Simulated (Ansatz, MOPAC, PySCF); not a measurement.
Pair of molecules: CH3F (SMILES CF) (first 5 atoms) with C2H6 (SMILES CC); geometry from B3LYP-D3(BJ)/def2-TZVP, rigid monomers moved along the line of their centres of mass till F2···H12 is 3.12 Å.
(charge 0, multiplicity 1):
```xyz
13

C     -0.52350     0.49054     0.50436
F     -0.42282    -0.84567     0.87486
H      0.28096     1.04886     0.98411
H     -0.43575     0.55976    -0.58045
H     -1.49081     0.87315     0.83073
C     -0.56531     0.35204     4.52799
C      0.84962    -0.21892     4.51017
H     -0.94010     0.45711     5.54814
H     -1.25465    -0.29463     3.98292
H     -0.60137     1.34032     4.06384
H      1.55128     0.43716     5.02960
H      1.20667    -0.35486     3.48823
H      0.88666    -1.19461     4.99861
```

Interaction energies are E(AB) − E(A) − E(B) at the monomers' geometry in the complex; basis-set methods are counterpoise corrected. Rows marked so take none.

Correlated levels freeze the cores. Rows in 3-21G carry no dispersion term and start afresh at each structure. The state that PM7 reach isn't checked; PM7 holds dispersion and hydrogen-bond terms.

Run with Ansatz (Gaussian orbitals); MOPAC for PM7 (differences of heats of formation); PySCF for 3-21G rows. 

What interaction energy does PM7 give?

-31 meV

Ansatz is a quantum-chemistry and plane-wave program.
